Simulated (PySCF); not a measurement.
HCl2HfO (SMILES [OH][Hf+]([Cl])[Cl]), charge +1, singlet, at a GFN2-xTB geometry (such geometries of metal compounds can be far from the true shape) (the multiplicity is a formal guess) (core potentials on Hf). Base run: HF/def2-SV(P) run with PySCF.

The PySCF input:
```python
from pyscf import gto, scf

mol = gto.Mole()
mol.atom = '''
    Hf    0.26280471   -0.17464589   -0.07919934
    Cl   -1.76570135   -0.97875422    0.31701367
    Cl   -0.15420920    1.91089525   -0.70771294
    O     1.43090844   -0.32471141    1.33459555
    H     2.26927275   -0.67420235    1.66747574
'''
mol.basis = 'def2-sv(p)'
mol.ecp = {'Hf': 'def2-sv(p)'}
mol.charge = 1
mol.verbose = 4
mol.build()

mf = scf.RHF(mol)
mf.kernel()
mf.analyze()
```

The base run was repeated with changes; each row names its change, and settings that it needs were set with it.

```
change                                                                                                                                basis functions        E (Eh)  HOMO (eV)  HOMO-LUMO gap (eV)
------------------------------------------------------------------------------------------------------------------------------------  ---------------  ------------  ---------  ------------------
base                                                                                                                                               77   -1041.45688     -17.62               11.46
basis = ANO-RCC-VDZP; relativity = spin-free X2C; nucleus = Gaussian (with mol.nucmod = 'G'; without mol.ecp = {'Hf': 'def2-sv(p)'})              123  -16070.29459     -17.64               11.39
basis = x2c-SVPall; relativity = spin-free X2C; nucleus = Gaussian (with mol.nucmod = 'G'; without mol.ecp = {'Hf': 'def2-sv(p)'})                121  -16069.68875     -17.64               11.45
basis = x2c-TZVPall; relativity = spin-free X2C (without mol.ecp = {'Hf': 'def2-sv(p)'})                                                          192  -16072.46012     -17.51               11.54
basis = ANO-RCC-VDZP; relativity = spin-free X2C (without mol.ecp = {'Hf': 'def2-sv(p)'})                                                         123  -16072.17662     -17.64               11.39
basis = ANO-RCC-VDZP; relativity = none (without mol.ecp = {'Hf': 'def2-sv(p)'})                                                                  123  -13760.75187     -17.07               10.48
basis = x2c-TZVPall; relativity = spin-free X2C; nucleus = Gaussian (with mol.nucmod = 'G'; without mol.ecp = {'Hf': 'def2-sv(p)'})               192  -16070.85400     -17.51               11.54
basis = x2c-SVPall; relativity = none (without mol.ecp = {'Hf': 'def2-sv(p)'})                                                                    121  -13912.78951     -17.31               10.57
basis = x2c-TZVPall; relativity = none (without mol.ecp = {'Hf': 'def2-sv(p)'})                                                                   192  -14911.20897     -17.52               11.81
basis = x2c-SVPall; relativity = spin-free X2C (without mol.ecp = {'Hf': 'def2-sv(p)'})                                                           121  -16071.23056     -17.64               11.45
```

Totals shift with the method and basis; they matter in differences.

Basis sets contracted for a relativistic Hamiltonian are a mismatch without it, so the rows without relativity aren't non-relativistic limits. No row has spin-orbit coupling; sets with core potentials leave out the core electrons.
